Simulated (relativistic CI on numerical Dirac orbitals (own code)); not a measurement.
**Ligand-field terms of d2**

Computed with a parametric ligand-field model of a d^n configuration (Racah B and C, spin-orbit zeta, crystal field), exact diagonalisation.

Field parameters in Wybourne normalisation: Td as Oh with Dq negative (B⁴₀ = 21Dq, B⁴₄ = √(5/14) B⁴₀). The field is a parameter set, without covalency.

B = 1070 cm⁻¹, C = 4140 cm⁻¹ (C/B = 3.87), Td, no spin-orbit coupling. Tanabe-Sugano data, E/B above the lowest term (Δ = |10Dq|; b, c mark the second and third term of a kind):

| Δ/B | 3A2 | 3T2 | 3T1 | 1E | 1T2 | 1A1 |
| --- | --- | --- | --- | --- | --- | --- |
| 1.0 | 0.00 | 1.00 | 1.79 | 13.46 | 14.13 | 20.51 |
| 1.9 | 0.00 | 1.90 | 3.37 | 13.92 | 15.33 | 21.14 |
| 2.8 | 0.00 | 2.80 | 4.95 | 14.26 | 16.49 | 21.74 |
| 3.7 | 0.00 | 3.70 | 6.49 | 14.49 | 17.60 | 22.28 |
| 4.6 | 0.00 | 4.60 | 8.01 | 14.67 | 18.68 | 22.78 |
| 5.5 | 0.00 | 5.50 | 9.49 | 14.81 | 19.73 | 23.24 |
| 6.4 | 0.00 | 6.40 | 10.96 | 14.92 | 20.77 | 23.67 |
| 7.3 | 0.00 | 7.30 | 12.39 | 15.00 | 21.78 | 24.06 |
| 8.2 | 0.00 | 8.20 | 13.78 | 15.07 | 22.78 | 24.43 |
| 9.1 | 0.00 | 9.10 | 15.15 | 15.13 | 23.77 | 24.76 |
| 10.0 | 0.00 | 10.00 | 16.48 | 15.18 | 24.74 | 25.07 |
| 10.9 | 0.00 | 10.90 | 17.77 | 15.22 | 25.70 | 25.36 |
| 11.8 | 0.00 | 11.80 | 19.04 | 15.26 | 26.66 | 25.63 |
| 12.7 | 0.00 | 12.70 | 20.27 | 15.29 | 27.61 | 25.87 |
| 13.6 | 0.00 | 13.60 | 21.47 | 15.32 | 28.56 | 26.10 |
| 14.5 | 0.00 | 14.50 | 22.66 | 15.34 | 29.50 | 26.31 |
| 15.4 | 0.00 | 15.40 | 23.80 | 15.37 | 30.44 | 26.51 |
| 16.3 | 0.00 | 16.30 | 24.93 | 15.38 | 31.37 | 26.70 |
| 17.2 | 0.00 | 17.20 | 26.03 | 15.40 | 32.30 | 26.87 |
| 18.1 | 0.00 | 18.10 | 27.12 | 15.42 | 33.23 | 27.03 |
| 19.0 | 0.00 | 19.00 | 28.19 | 15.43 | 34.16 | 27.19 |
| 19.9 | 0.00 | 19.90 | 29.24 | 15.45 | 35.08 | 27.33 |
| 20.8 | 0.00 | 20.80 | 30.29 | 15.46 | 36.00 | 27.46 |
| 21.7 | 0.00 | 21.70 | 31.31 | 15.47 | 36.92 | 27.59 |

The ground term stays 3A2.
